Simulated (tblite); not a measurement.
Species: C5H13FSi2.
Atom-mapped SMILES: `[CH3:1][CH2:2][SiH2:3][CH2:4]/[C:5]([SiH3:6])=[CH:7]/[F:8]` (hydrogens: H9, H10, H11 on C1; H12, H13 on C2; H14, H15 on Si3; H16, H17 on C4; H18, H19, H20 on Si6; H21 on C7)

Computed with GFN2-xTB (tblite), gas phase: L-BFGS steps from a force-field or distance-geometry start until the largest atomic force falls under 0.01 eV/Å.

At the end of the run (lengths in Å): C5–Si6 1.893, Si6–H19 1.464, Si6–H20 1.463, C4–C5 1.491, C5=C7 1.323, Si6–H18 1.466, C2–Si3 1.903, Si3–C4–C5 111.7°, C4–C5–Si6 120.5°, C1–C2–Si3 113.5°, C2–Si3–C4 109.3°, C1–C2–Si3–C4 64°, C2–Si3–C4–C5 59°, Si3–C4–C5–Si6 77°, H21–C7–C5–C4 -2°, H14–Si3–C2–C1 -54°.

Task: These geometries were met on the way; a selection of coordinates is given. Order them by energy above the end point, lowest first.
A. C5–Si6 1.894, Si6–H19 1.466, Si6–H20 1.464, C4–C5 1.491, C5=C7 1.323, Si6–H18 1.468, C2–Si3 1.907, Si3–C4–C5 114.1°, C4–C5–Si6 120.6°, C1–C2–Si3 113.8°, C2–Si3–C4 111.7°, C1–C2–Si3–C4 60°, C2–Si3–C4–C5 62°, Si3–C4–C5–Si6 77°, H21–C7–C5–C4 -1°, H14–Si3–C2–C1 -57°
B. C5–Si6 1.857, Si6–H19 1.493, Si6–H20 1.490, C4–C5 1.518, C5=C7 1.347, Si6–H18 1.489, C2–Si3 1.882, Si3–C4–C5 115.9°, C4–C5–Si6 118.0°, C1–C2–Si3 116.2°, C2–Si3–C4 111.1°, C1–C2–Si3–C4 61°, C2–Si3–C4–C5 61°, Si3–C4–C5–Si6 79°, H21–C7–C5–C4 3°, H14–Si3–C2–C1 -59°
C. C5–Si6 1.895, Si6–H19 1.467, Si6–H20 1.466, C4–C5 1.490, C5=C7 1.323, Si6–H18 1.469, C2–Si3 1.904, Si3–C4–C5 115.2°, C4–C5–Si6 119.8°, C1–C2–Si3 115.0°, C2–Si3–C4 110.8°, C1–C2–Si3–C4 60°, C2–Si3–C4–C5 62°, Si3–C4–C5–Si6 77°, H21–C7–C5–C4 1°, H14–Si3–C2–C1 -58°
D. C5–Si6 1.896, Si6–H19 1.479, Si6–H20 1.477, C4–C5 1.505, C5=C7 1.315, Si6–H18 1.480, C2–Si3 1.893, Si3–C4–C5 116.3°, C4–C5–Si6 117.1°, C1–C2–Si3 115.7°, C2–Si3–C4 110.8°, C1–C2–Si3–C4 62°, C2–Si3–C4–C5 60°, Si3–C4–C5–Si6 79°, H21–C7–C5–C4 3°, H14–Si3–C2–C1 -58°
E. C5–Si6 1.899, Si6–H19 1.458, Si6–H20 1.458, C4–C5 1.499, C5=C7 1.326, Si6–H18 1.465, C2–Si3 1.901, Si3–C4–C5 116.4°, C4–C5–Si6 118.7°, C1–C2–Si3 115.7°, C2–Si3–C4 110.2°, C1–C2–Si3–C4 61°, C2–Si3–C4–C5 62°, Si3–C4–C5–Si6 77°, H21–C7–C5–C4 1°, H14–Si3–C2–C1 -58°

Result: A (0.010 eV), C (0.018 eV), E (0.031 eV), D (0.063 eV), B (0.129 eV).

```csv
step,E above end (eV),"rms distance from the end, all atoms (Å)",largest force (eV/Å),rms shift of all bonds from the end (Å)
18,0.010,0.104,0.056,0.001
9,0.018,0.116,0.114,0.002
4,0.031,0.122,0.170,0.003
1,0.063,0.125,0.930,0.008
0,0.129,0.126,1.493,0.019
```

Rows stand in the order of the answer.
